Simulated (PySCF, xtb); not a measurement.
Si(H)(Cl)(Br)(NH2) (BrClH3NSi), SMILES N[SiH](Cl)Br.

GFN2-xTB (xtb) at its own geometry gives an orbital gap of 6.31 eV and a dipole moment of 6.09 D.

The structure is a stationary point at B3LYP-D3(BJ)/def2-SVP. This is a generated structure with no PubChem entry under its InChIKey; it may be hypothetical. Other conformers were not sampled.

Problem. What does ωB97X/def2-TZVP (PySCF) give? (An estimate is asked for; the answer gives what the named calculation found.)

Solution. gap 12.70 eV (levels -10.58 and 2.12 eV), dipole 2.41 D.
